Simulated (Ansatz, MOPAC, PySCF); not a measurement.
C2H6O3Sn, SMILES `C=[CH][Sn]([OH])([OH])[OH]`, neutral singlet in the gas phase. In the def2 sets core potentials replace the inner electrons of Sn.

Cartesian coordinates (Å):
SMILES: [Sn]([CH]=C)([OH])([OH])[OH]
```xyz
12

C      2.0884    -0.3267     0.8926
C      1.4984    -0.1829    -0.2965
Sn    -0.5954     0.0696    -0.3643
O     -1.1846     0.1943     1.5248
O     -1.2650     1.6795    -1.3056
O     -1.5789    -1.4082    -1.2312
H      1.5143    -0.3209     1.8256
H      3.1737    -0.4558     0.9807
H      2.0770    -0.1878    -1.2258
H     -1.9482    -0.3729     1.6853
H     -1.5163     2.3644    -0.6736
H     -2.2633    -1.0525    -1.8118
```
Charge 0, multiplicity 1.

All levels are single points at this geometry (PBE0-D3(BJ)/def2-SVP); Pople sets use spherical d functions. Orbital energies aren't observables, and empty levels follow the basis.

AM1 in MOPAC gives gap (eV) = 9.71.

### Question
Estimate the gap (eV) from each of these levels: B3LYP-D3(BJ)/def2-TZVP in Ansatz (a quantum-chemistry and plane-wave program); CAM-B3LYP-D3(BJ)/def2-TZVP in Ansatz; PBE-D3(BJ)/def2-TZVP in Ansatz; B3LYP/6-31G* (LANL2DZ on Sn) in PySCF; HF/6-31G* (LANL2DZ on Sn) in PySCF; PM3 in MOPAC; PM6 in MOPAC; PM7 in MOPAC.

### Answer

```csv
level,gap (eV)
B3LYP-D3(BJ)/def2-TZVP in Ansatz,6.86
CAM-B3LYP-D3(BJ)/def2-TZVP in Ansatz,9.83
PBE-D3(BJ)/def2-TZVP in Ansatz,4.90
B3LYP/6-31G* (LANL2DZ on Sn) in PySCF,7.12
HF/6-31G* (LANL2DZ on Sn) in PySCF,14.02
PM3 in MOPAC,9.95
PM6 in MOPAC,10.41
PM7 in MOPAC,11.18
```
